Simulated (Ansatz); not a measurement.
`B[CH2][SnH3]` + H₂Se → `[SeH][SnH3]` + `BC`  (ligand exchange at the Sn–C bond)

Isolated molecules relaxed with PBE0-D4/def2-TZVP in Ansatz; ΔE leaves out vibrations. CCSD(T)/CBS adds triple-zeta CCSD(T) − MP2 to the extrapolated MP2 energy (def2 sets, frozen cores). This one scheme is used for every species. DFT in def2-TZVPP. def2 core potentials past Kr. For Se, Sn outer-core shells are correlated without core-valence functions, which leaves a few kJ/mol of doubt a bond. Scalar relativity is left out up to krypton.

CCSD(T)/CBS gives -62.5 kJ/mol.

(1) Another level gave -52.8 kJ/mol. Which?
A. LDA (SPW92)/def2-TZVPP
B. BHLYP/def2-TZVPP
C. HF/def2-TZVPP
D. CAM-B3LYP/def2-TZVPP

(2) What do rigid-rotor, harmonic-oscillator terms from PBE0-D4/def2-TZVP frequencies (298.15 K, 1 bar) make of the CCSD(T)/CBS value? (Estimate.)

Largest T1 diagnostic among the species: 0.012.

Results:

(1) A. LDA (SPW92) -52.8, HF/def2-TZVPP -89.9, BHLYP -77.3, CAM-B3LYP -70.1 kJ/mol.

(2) Computed: ΔZPE = +5.7 kJ/mol, ΔH = -56.9 kJ/mol, ΔS = 15 J/(mol·K), ΔG = -61.4 kJ/mol. Modes under 50 cm⁻¹ make the entropy rough.

Leaving LDA and LC-ωPBE aside and taking each functional with its dispersion term where it has one, the values, not all of them listed here, spread over 15.1 kJ/mol, from BHLYP-D4 to revPBE-D4. LDA lies +11.0 kJ/mol from PBE without D4. From r2SCAN to r2SCAN0 (25 % exact exchange), in def2-TZVPP and without D4, ΔE moves by −3.3 kJ/mol.
